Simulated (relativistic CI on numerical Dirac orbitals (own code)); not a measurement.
## Mo³⁺: 4d valence photoemission

Computed with this model: Dirac-Coulomb-Breit CI, separate exchange-only KLI orbitals for each configuration, model QED (radiative potential, 1s self-energy scaled to tabulated hydrogen-like ionisation energies), valence Slater integrals scaled by 0.9, multiplet model of photoemission in the sudden approximation; configurations [Kr] 4d3 → [Kr] 4d2; 80 K; Lorentzian 0.42 eV and Gaussian 0.5 eV FWHM. Energies are those of the free ion, without screening or charge transfer. The energies are binding energies and can lie tens of eV above those of solids. S is read from ⟨S²⟩ = S(S + 1).

Field parameters in Wybourne normalisation: D3d B²₀ = −7Dσ, B⁴₀ = −14Dq − 21Dτ, B⁴₃ = −14√(10/7) Dq; Oh B⁴₀ = 21Dq, B⁴₄ = √(5/14) B⁴₀; Td as Oh with Dq negative (B⁴₀ = 21Dq, B⁴₄ = √(5/14) B⁴₀). The field is a parameter set, without covalency.

Peaks in eV (height, largest 100): 39.1 (100), 40.6 (28).

(1) Which surroundings give this spectrum?
A. D3d, 10Dq = 32400, Dσ = 430, Dτ = 140 cm⁻¹
B. free ion
C. Td, 10Dq = -10500 cm⁻¹
D. Td, 10Dq = -18050 cm⁻¹

## Answers

(1) B. free ion, where the ground state has S = 1.49.
